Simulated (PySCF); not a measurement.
C4H8O3 (charge +1 and doublet state).
SMILES with atom numbers: `[CH3:1][O:2][CH2:3][CH2:4][C:5](=[O+:6])[OH:7]` (hydrogens: H8, H9, H10 on C1; H11, H12 on C3; H13, H14 on C4; H15 on O7)

Structure used (PBE0-D3(BJ)/def2-SVP), in Å, numbered top down from 1:
```xyz
15
C4H8O3 angstrom
C     -2.0874    0.3434    0.7486
O     -0.9554   -0.4312    0.4203
C     -0.4342   -0.3745   -0.8901
C      1.0434   -0.6532   -0.7691
C      1.5673    0.2249    0.3346
O      0.8061    0.6711    1.1844
O      2.8461    0.4488    0.3260
H     -2.0253    1.3504    0.3112
H     -2.9741   -0.1870    0.3514
H     -2.1498    0.3710    1.8427
H     -0.6505    0.6037   -1.3497
H     -0.9427   -1.1635   -1.4777
H      1.5919   -0.4816   -1.7061
H      1.2382   -1.6953   -0.4610
H      3.1174    0.9890    1.0908
```

The hyperfine couplings belong to this conformer and change with its torsions.

Method used: UKS B3LYP, IGLO-III on C O, pcH-1 on H, non-relativistic, mean-field spin-orbit, GIAO in PySCF. The structure is a single PBE0-D3(BJ)/def2-SVP conformer in the gas phase; no vibrational or solvent corrections. Stability of the SCF solution: not tested.

Computed for the main isotopes (class means, splittings of 0.05 mT or more): g = 2.0062; H11/H12 1H +74.2 MHz (2.64 mT); H8/H9/H10 1H +60.7 MHz (2.16 mT); H13/H14 1H -3.1 MHz (0.11 mT); H15 1H -2.5 MHz (0.09 mT); 72 first-order lines, 12.08 mT wide. Two of these splittings differ by less than 0.03 mT, so with lines wider than that fewer lines would be seen.

Q: What changes when 1H at H15 is replaced by 2H?

A: At a fixed geometry a is proportional to g_N: 0.85744/5.58569 = 0.1535, so a goes from -2.5 to -0.4 MHz (0.014 mT). The spin goes from 1/2 to 1, so the 1:1 doublet becomes a 1:1:1 triplet. The spectrum then has 108 first-order lines over 12.02 mT, counting the new splitting although it is under 0.05 mT.

Q: Give position and intensity of the satellites from 17O at O2.

A: a = -79.4 MHz, or 2.83 mT in magnitude, and I = 5/2, so to first order each main line has six satellites, at ±1.41, ±4.24, ±7.07 mT. The isotope's abundance is about 0.038 %, shared among 6 lines, so each has 0.0063 % of the main line's intensity. At 340 mT second-order shifts move them to lower field by up to 0.10 mT.

Q: Give position and intensity of the satellites from 17O at O6.

A: a = -52.6 MHz, or 1.87 mT in magnitude, and I = 5/2, so to first order each main line has six satellites, at ±0.94, ±2.81, ±4.68 mT. The isotope's abundance is about 0.038 %, shared among 6 lines, so each has 0.0063 % of the main line's intensity. At 340 mT second-order shifts move them to lower field by up to 0.04 mT.

Q: Give position and intensity of the satellites from 13C at C3.

A: a = -19.3 MHz, or 0.69 mT in magnitude, and I = 1/2, so to first order each main line has two satellites, at ±0.34 mT. The isotope's abundance is about 1.07 %, shared among 2 lines, so each has 0.54 % of the main line's intensity.

Class means assume fast exchange of nuclei equivalent by connectivity; if that motion is slow, each nucleus keeps its own coupling. The three 1H nuclei of mean +60.7 MHz run from 23.2 to 133.1 MHz in the frozen geometry. The 1H value of +74.2 MHz is a mean of couplings from 14.9 to 133.5 MHz in this one geometry, not an average over conformers. The 1H value of -3.1 MHz is a mean of couplings from -6.2 to -0.1 MHz in this one geometry, not an average over conformers.

The SMILES draws the unpaired electron on O6; the largest computed Mulliken spin population is on O2 (0.52 against 0.38).
